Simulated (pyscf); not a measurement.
•HC=CH–CH=CH₂ → cyclic C₄H₅ (SMILES [CH2]C1C=C1) [doublet] (ring closure; doublet surface; none broken, C–C formed). Structures and frequencies: ωB97X-D3(BJ)/def2-SVP in PySCF. Correlated levels are frozen-core, on RHF or UHF. ΔMP2 is the change of the MP2 total energy from the triple- to the quadruple-zeta basis. Energies in eV from the reactant's lowest minimum found.

| level | barrier | reaction energy |
|---|---|---|
| ωB97X-D3(BJ)/def2-TZVP | … | +0.70 |
| r²SCAN/def2-TZVP | 1.11 | +0.80 |
| PBE0-D3(BJ)/def2-TZVP | 1.09 | +0.71 |
| M06-2X/def2-TZVP | 1.18 | +0.70 |
| MP2/def2-QZVPP | 0.98 | +0.07 |
| CCSD(T)/def2-TZVPP | 1.15 | +0.82 |
| CCSD(T)/def2-TZVPP + ΔMP2(QZVPP) | … | … |

Q: Fill in the missing entries.

A: 
- ωB97X-D3(BJ)/def2-TZVP, barrier: 1.14
- CCSD(T)/def2-TZVPP + ΔMP2(QZVPP), barrier: 1.14
- CCSD(T)/def2-TZVPP + ΔMP2(QZVPP), reaction energy: +0.79

On the reactant side the descent ends in a point that may be a rotor saddle (no frequency run), 0.09 eV over the lowest minimum found and 1.05 eV under the saddle at ωB97X-D3(BJ)/def2-TZVP. •HC=CH–CH=CH₂ lies 0.49 eV over its isomer •HC=C=CH–CH₃ (electronic energy, ωB97M-D3(BJ)/def2-TZVP). cyclic C₄H₅ (SMILES [CH2]C1C=C1) [doublet] lies 1.26 eV over its isomer •HC=C=CH–CH₃ (electronic energy, ωB97M-D3(BJ)/def2-TZVP). This is the saddle that the search found; another between the same sides may lie lower. The CCSD(T) − MP2 part came from Ansatz, without density fitting, on the same reference. An open-shell T1 diagnostic exceeds 0.045. A UHF reference is spin-contaminated (<S²> up to 1.26), which harms MP2 most.
